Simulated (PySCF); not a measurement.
H3Si, SMILES [SiH3-], charge -1.

The structure is a stationary point at PBE0-D3(BJ)/def2-TZVPD.

Two levels are set side by side: PBE/def2-TZVPD (PySCF) and CAM-B3LYP/def2-TZVPD (PySCF). Same geometry, gas phase. Differences are taken from unrounded values.

```
quantity                     CAM-B3LYP
---------------------------  ---------
orbital gap (eV)                  6.20
highest occupied level (eV)      -0.95
lowest empty level (eV)           5.25
mean polarisability (bohr³)       66.3
```

Question: What does PBE give, and how far is it from CAM-B3LYP? (An estimate is asked for; the answer gives what the named calculation found.)

Answer: 
```
quantity                      PBE  PBE minus CAM-B3LYP
---------------------------  ----  -------------------
orbital gap (eV)             3.06                -3.14
highest occupied level (eV)  1.14                 2.09
lowest empty level (eV)      4.21                -1.04
mean polarisability (bohr³)  72.0                  5.7
```

PBE's occupied levels lie high since its potential decays too fast outside the molecule; exact exchange lowers them and widens the gap. PBE's more diffuse valence density responds more strongly to a field. Differences between two approximate levels are no errors against the true value.

Rough cost on one machine, each run with all the roots and properties that it gave: CAM-B3LYP against PBE within a factor of 2.
